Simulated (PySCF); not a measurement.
## Ionisation energy of Ce³⁸⁺ by level of theory

Ce³⁸⁺ [Ar] 3d2 [3d3/2^2, M_J = 2] → Ce³⁹⁺ [Ar] 3d1 [3d3/2^1, M_J = 3/2], as a difference of total energies. All numbers are calculated (PySCF 2.14, the two-component X2C-1e Hamiltonian, in an uncontracted even-tempered set (16 s from 7.7 bohr⁻², ratio 2.8; 12 p from 10 bohr⁻², ratio 2.8; 8 d from 10 bohr⁻², ratio 2.8; 3 f from 31 bohr⁻², ratio 3)). Correlated levels: [Ne] frozen; the 74 highest virtual spinors dropped. "Screened" scales the spin-orbit matrix elements by Boettger's factors to mimic the two-electron term; Breit and QED terms are absent.

```json
{"method": "GHF (spin-free)", "ionisation energy (eV)": "2695.9"}
{"method": "GMP2 (spin-free)", "ionisation energy (eV)": "2695.5"}
{"method": "GHF (screened spin-orbit)", "ionisation energy (eV)": "2706.9"}
{"method": "GMP2 (screened spin-orbit)", "ionisation energy (eV)": "2706.6"}
```

Breit and QED terms and the two-electron picture change are absent.

The spin-free rows relax to the high-spin LS determinant and lack the spin-orbit shift.

The labels give the starting determinants; with spin-orbit coupling the two ends relaxed to ⟨J²⟩ = 6.05, ⟨L²⟩ = 10.40, ⟨S²⟩ = 1.56 and ⟨J²⟩ = 3.75, ⟨L²⟩ = 6.02, ⟨S²⟩ = 0.77.

For comparison: 2706 ± 4 eV (theoretical estimate listed by NIST; NIST Atomic Spectra Database, ionization energies).
